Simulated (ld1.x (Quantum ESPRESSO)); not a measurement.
**Ru, TM: configuration errors across variants**

ld1.x (Quantum ESPRESSO) 7.5 input, shortened:

```
&input
   title='Ru', zed=44., rel=1, dft='PBE', iswitch=3,
   config='[Kr] 4d7 5s1 5p0'
 /
 &inputp
   pseudotype=2, tm=.true., lloc=0,
   nlcc=.true., new_core_ps=.true., rcore=0.85
 /
3
5P  2  1   0.00   0.00  3.80  3.80  0.0
4D  3  2   7.00   0.00  1.40  1.40  0.0
5S  1  0   1.00   0.00  2.55  2.55  0.0
 &test
   configts(1)='4d7 5s1 5p0'
 /
```

All-electron excitation energies from the reference (eV): (1) 4d6 5s0 5p0 25.479; (2) 4d5 5s0 5p0 56.101; (3) 4d7.5 5s0.5 5p0 -0.317; (4) 4d6 5s2 5p0 1.701; (5) 4d6 5s1 5p1 5.653; (6) 4d7 5s0.5 5p0 2.863.

2 further variants failed, have other tests or another functional or relativity, and are left out.

A true bound ghost makes a file unfit for plane-wave use even where its test errors are small: the radial tests pick states by their node count and pass the ghost by.

Errors AE − PS in meV (a dash: test not solved or not reliable):

```tsv
change	(1)	(2)	(3)	(4)	(5)	(6)	bound ghosts
base	-127	-680	-25	-128	-124	-3.6	none
wave 5s (bound): rc 2.55 bohr becomes 5s (bound): rc 3.32 bohr	-159	-782	-19	–	-110	-2.6	none
wave 4d (bound): rc 1.40 bohr becomes 4d (bound): rc 1.26 bohr	-126	-680	-25	-128	-124	-3.6	none
local potential all-electron potential smoothed inside 1.85 bohr (lloc = -1)	-47	-332	-15	-85	-15	-3.6	s
```

Give the same row for: core correction Bessel-smoothed model core inside 1.66 bohr.

-127, -679, -25, -128, -124, -3.6; bound ghosts: none.
